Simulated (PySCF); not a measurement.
H₃NOSe. Atoms are numbered in the order given.

```xyz
6

Se     0.0789    -0.0027     0.3990
O      0.0000     1.4455    -0.7149
H      0.8829     1.5489    -1.0977
N     -0.3656    -1.4229    -0.6302
H      0.3064    -1.6627    -1.3485
H     -1.3119    -1.3980    -0.9903
```
Charge 0, spin multiplicity 1.

Geometry optimised at TPSSh-D3(BJ)/def2-TZVP. The values are those of a single conformer.

Computed with HF/def2-TZVPD (PySCF).

Gas-phase values at a fixed geometry.

Computed frontier levels, gap, dipole moment and polarisability:
```json
{
 "highest_occupied_level": "-9.41 eV",
 "lowest_empty_level": "1.33 eV",
 "orbital_gap": "10.74 eV",
 "dipole_moment": "2.04 D",
 "quadrupole, principal values (traceless, Buckingham form, about the centre of nuclear charge)": "-8.29, 3.83, 4.46 D·Å",
 "mean_static_polarisability": "41.2 bohr³ (6.11 Å³)",
 "polarisability_principal_values": "36.2, 39.3, 48.1 bohr³"
}
```
